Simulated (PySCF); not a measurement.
One of the candidates below gave these computed data.

* UV, first state: lowest singlet excitation: 6.45 eV (192 nm, f = 0.013) [TDDFT B3LYP/def2-SVPD]
* Rotational structure: rotational constants A, B, C: 3.350, 1.670, 1.560 GHz [GFN2-xTB]
* Polarisability: 74.3 au [B3LYP/def2-SVPD]
* Triplet: lowest triplet excitation (Tamm–Dancoff): 6.20 eV [TDA B3LYP/def2-SVPD]
* Dipole: 3.56 D [B3LYP/def2-SVPD]
* UV, strongest line: among the 8 lowest singlet transitions: S5 at 7.68 eV (161 nm, f = 0.022) [TDDFT B3LYP/def2-SVPD]

Gas-phase values; electronic properties from PySCF, density fitting. Levels stand in brackets. One conformer (not necessarily the lowest) at the GFN2-xTB geometry, without solvent, vibrations or thermal averaging.

Question: Which candidate is it?
A. `C=C[C@H]1CNC(=O)C1`
B. `N#CC[C@@H]1CCCO1`
C. `C=N/C=C\CC(C)=O`

Answer: B. It is `N#CC[C@@H]1CCCO1`. Numbering: `[N:1]#[C:2][CH2:3][C@@H:4]1[CH2:5][CH2:6][CH2:7][O:8]1`. Its formula, C6H9NO, gives 3 degrees of unsaturation: 1 ring and 2 π bonds in the structure found. The optimised geometry has point group C1 and is an asymmetric top.

The others, at the same levels:
- `C=N/C=C\CC(C)=O` fails: its computed lowest singlet excitation is 4.03 eV (308 nm, f = 0.061) (against 6.45 eV), lowest triplet excitation (Tamm–Dancoff) is 3.08 eV (against 6.20 eV) and strongest line among the 8 lowest singlet transitions is S4 at 5.45 eV (227 nm, f = 0.310) (against S5 at 7.68 eV).
- `C=C[C@H]1CNC(=O)C1` fails: its computed lowest singlet excitation is 5.63 eV (220 nm, f = 0.001) (against 6.45 eV), lowest triplet excitation (Tamm–Dancoff) is 4.58 eV (against 6.20 eV) and strongest line among the 8 lowest singlet transitions is S8 at 7.12 eV (174 nm, f = 0.092) (against S5 at 7.68 eV).

Each candidate is one conformer, not necessarily the lowest. The conformers computed, where there is a choice (atom-mapped SMILES and torsion angles):
- `[CH2:1]=[N:2]/[CH:3]=[CH:4]\[CH2:5][C:6]([CH3:7])=[O:8]`: C1–N2–C3–C4 -179°, C3–C4–C5–C6 98°, C4–C5–C6–C7 -88°

The conformers of `N#CC[C@@H]1CCCO1` and `C=C[C@H]1CNC(=O)C1` aren't listed.
